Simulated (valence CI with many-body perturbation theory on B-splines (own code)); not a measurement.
# Valence orbitals of Co⁵⁺

Method: relativistic CI+MBPT: four valence electrons over a frozen Dirac-Fock core [Ar], radial functions for each j: 9 s, 9 p, 10 d, 8 f, 5 g, 3 h, 1 i, with the one-electron correlation potential Σ1 (screened to all orders), the two-electron term Σ2, the three-electron term Σ3, Breit, model QED; selected single and double excitations, second order for the rest, scaled by the run's own slope (own B-spline code, finite nucleus).

Against 58 measured levels this calculation errs by 1734 cm⁻¹ on average and by 4406 at most. These come from a selection out of Sugar and Corliss, J. Phys. Chem. Ref. Data 10, 1097 (1981). Levels without a partner in it may be off by more, other configurations by 1,000 to 8,000 cm⁻¹. Only levels of the ground parity were solved; by the run's estimate the other parity begins above the list, which can be wrong where configurations are misplaced.

These are the spectroscopic orbitals of the CI (the correlating ones are not listed), shaped by the core and the other valence electrons. h is the expectation value of the core's Dirac-Fock operator, without the valence repulsion; Σ1 is computed up to l = 3 at one energy for each symmetry, that of its lowest orbital but kept below the first core excitation, so for empty shells it is not the orbital's own correlation shift; Breit and QED include the response of the core.

```tsv
Orbital	h (hartree)	Σ1 (cm⁻¹)	Breit (cm⁻¹)	QED (cm⁻¹)	⟨r⟩ (bohr)
4s1/2	-4.2004	-5320	82.4	64.9	1.893
5s1/2	-2.3139	-1594	33.2	25.9	3.517
6s1/2	-1.4695	-715	16.5	12.9	5.642
4p1/2	-3.7181	-4226	111	-7.3	2.061
5p1/2	-2.1033	-1415	47.9	-3.1	3.804
6p1/2	-1.3595	-670	24.9	-1.6	6.045
4p3/2	-3.6976	-4144	64.4	-2.8	2.074
5p3/2	-2.0946	-1396	27.9	-1.2	3.821
6p3/2	-1.355	-663	14.8	-0.6	6.065
3d3/2	-6.6571	-18059	38.7	-51.4	0.8323
4d3/2	-2.9227	-2854	14.8	-6.3	2.497
5d3/2	-1.7577	-1230	7.5	-2.9	4.486
3d5/2	-6.645	-17926	-129	-44.2	0.8347
4d5/2	-2.9198	-2846	-8.7	-5.2	2.500
5d5/2	-1.7564	-1227	-3.3	-2.3	4.490
4f5/2	-2.3168	-1590	-2.3	-0.4	2.884
5f5/2	-1.4861	-920	-1.7	-0.3	5.080
4f7/2	-2.3169	-1582	-3.4	-0.3	2.884
5f7/2	-1.4861	-914	-2.5	-0.3	5.080
5g7/2	-1.4417		0.0	0.0	4.576
5g9/2	-1.4416		0.0	0.0	4.576
```

Among the shells of the start configuration 3d4, Σ1 is largest in size for 3d3/2, where it is 1.2 % of h.

Lowest root of each symmetry, sizes in configuration state functions:

```csv
J,Parity,Roots,Reference,Variational,Second order,Change by selected CI (cm⁻¹),Change by second order (cm⁻¹)
0,even,7,19,18816,327525,-7847,-15
1,even,11,43,32511,812721,-7831,-26
2,even,16,61,30558,1023130,-7811,-42
3,even,12,57,29818,1263714,-7791,-61
4,even,13,48,29061,1388147,-7801,-57
5,even,6,29,31023,964580,-9396,-71
6,even,3,15,29376,681757,-9424,-31
```
